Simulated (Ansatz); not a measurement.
Computed with Ansatz on PBE0-D4/def2-TZVP structures; ΔE is electronic, products minus reactants. CCSD(T)/CBS adds triple-zeta CCSD(T) − MP2 to the extrapolated MP2 energy (def2 sets, frozen cores). DFT in def2-TZVPP. B3LYP here is the variant with VWN-RPA as its local correlation; programs differ in this. HSE06 is defined as in plane-wave codes. def2 core potentials past Kr. For Te outer-core shells are correlated without core-valence functions, which leaves a few kJ/mol of doubt a bond. One conformer a species, not always the lowest.

`NC1=C[Te]1` → `NC#C[TeH]`  (isomerisation)

`NC1=C[Te]1`:

Cartesian coordinates in Å:
```
N 0.041 0.436 1.183
C 0.111 -0.086 -0.056
C -0.481 -0.543 -1.098
Te 1.670 -0.823 -1.339
H 0.864 0.904 1.522
H -0.832 0.871 1.443
H -1.373 -0.761 -1.654
```

`NC#C[TeH]`:

Cartesian coordinates in Å:
```
N -1.428 -0.963 -0.374
C -0.299 -0.326 -0.079
C 0.696 0.317 0.182
Te 2.465 1.127 0.644
H -1.486 -1.422 -1.269
H -1.905 -1.442 0.373
H 1.958 2.709 0.522
```

```csv
level,ΔE (kcal/mol),difference from CCSD(T)/CBS
LDA (SPW92),3.9,3.5
PBE-D4,2.7,2.3
revPBE-D4,3.1,2.7
BLYP-D4,0.1,-0.3
r2SCAN-D4,1.1,0.7
B97M-V,-1.3,-1.7
PBE0-D4,1.7,1.3
B3LYP-D4,-0.7,-1.1
r2SCANh-D4,0.9,0.5
r2SCAN0-D4,0.7,0.3
HSE06-D4,1.7,1.3
BHLYP-D4,-2.5,-2.9
CAM-B3LYP-D4,-2.2,-2.6
ωB97X-V,-1.1,-1.5
B2PLYP,-0.8,-1.2
PBE-QIDH,0.9,0.5
PBE,2.1,1.7
revPBE,1.4,1.0
BLYP,-1.3,-1.7
r2SCAN,1.0,0.6
PBE0,1.2,0.8
B3LYP,-1.7,-2.1
r2SCANh,0.8,0.4
r2SCAN0,0.6,0.2
HSE06,1.3,0.9
CAM-B3LYP,-2.7,-3.1
LC-ωPBE,-1.6,-2.0
HF/def2-SVP,-9.6,-10.0
MP2/def2-SVP,-0.1,-0.5
CCSD/def2-SVP,-3.9,-4.3
CCSD(T)/def2-SVP,-2.5,-2.9
HF/def2-TZVPP,-9.0,-9.4
MP2/def2-TZVPP,2.2,1.8
CCSD/def2-TZVPP,-3.2,-3.6
CCSD(T)/def2-TZVPP,-1.3,-1.7
HF/def2-QZVPP,-8.7,-9.1
MP2/def2-QZVPP,3.3,2.9
HF/CBS(def2),-8.7,-9.1
MP2/CBS(def2),3.9,3.5
CCSD/CBS(def2),-1.5,-1.9
CCSD(T)/CBS,0.4,0
```

Largest T1 diagnostic among the species: 0.013.

From PBE to PBE0 (25 % exact exchange), in def2-TZVPP and without D4, ΔE moves by −0.9 kcal/mol. In def2-TZVPP, CCSD(T) changes the Hartree–Fock value by +7.7 kcal/mol (the triples alone add +1.9 kcal/mol) and MP2 by +11.2 kcal/mol. The D4 term adds +1.0 kcal/mol with B3LYP and +0.5 kcal/mol with PBE0; it sums over pairs of atoms, weighted by their polarisabilities, and B3LYP, whose exchange is more repulsive, gets the larger term.
